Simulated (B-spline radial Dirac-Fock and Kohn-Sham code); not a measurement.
**Magnetic form factor of the 3d shell of Sn²⁸⁺**

System: Sn²⁸⁺, [Ar] 3d4.

The computed values come from a radial finite-basis atomic code: configuration-average Dirac-Fock orbitals. ⟨j_K⟩ is the integral of the 3d radial density with the spherical Bessel function j_K(4πsr), s = sin θ/λ.

```
s (Å⁻¹)    ⟨j0⟩    ⟨j2⟩    ⟨j4⟩
      0  1.0000  0.0000  0.0000
   0.05  0.9983  0.0007  0.0000
    0.1  0.9932  0.0027  0.0000
   0.15  0.9849  0.0060  0.0000
    0.2  0.9733  0.0106  0.0000
   0.25  0.9586  0.0164  0.0001
    0.3  0.9409  0.0233  0.0002
   0.35  0.9204  0.0313  0.0004
    0.4  0.8974  0.0401  0.0007
   0.45  0.8720  0.0497  0.0011
    0.5  0.8444  0.0599  0.0017
    0.6  0.7840  0.0819  0.0033
    0.7  0.7181  0.1047  0.0057
    0.8  0.6489  0.1275  0.0091
    0.9  0.5785  0.1491  0.0134
      1  0.5086  0.1688  0.0188
    1.1  0.4408  0.1858  0.0252
    1.2  0.3765  0.1998  0.0323
    1.4  0.2616  0.2177  0.0483
    1.6  0.1684  0.2223  0.0649
```

Radial moments of the shell: ⟨r²⟩ = 0.09193, ⟨r⁴⟩ = 0.01443, ⟨r⁶⟩ = 0.003463 in powers of bohr.
